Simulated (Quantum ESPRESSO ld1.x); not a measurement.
Values are calculated unless marked as measured or tabulated.
These are the eigenvalues of the occupied orbitals of an atom or ion with whole-number occupations (hartree). Level of theory: scalar-relativistic Kohn-Sham, LDA (Slater exchange, VWN5 correlation), spin-polarised, spherical densities, point nucleus (ld1.x of Quantum ESPRESSO 7.5).

orbital  eigenvalue
1s down  -2179.0092
1s up    -2179.0091
2s up     -369.3869
2s down   -369.3843
2p up     -326.5007
2p down   -326.4988
3s up      -84.6661
3s down    -84.6113
3p up      -71.6823
3p down    -71.6277
3d up      -55.6159
3d down    -55.5733
4s up      -18.3629
4s down    -18.2562
4p up      -14.0825
4p down    -13.9781
4d up       -8.3965
4d down     -8.2952
5s up       -3.7600
5s down     -3.7147
5p up       -2.6930
5p down     -2.6594
4f up       -2.1398
4f down     -2.0479

Which element is it, and in what charge state? The configuration may be excited. Open shells, if any, are filled with parallel spins first.

Answer. Z = 69, thulium, charge +4: Tm4+ in [Xe] 4f11. The list shows which subshells hold electrons but not how many an open one holds; the 1s level, -2179 hartree, gives Z - s = 66.0 by -(Z - s)^2/2, which with screening and relativity narrows Z to a few neighbours, and the depths of the outer levels then fix element, charge and occupations together.
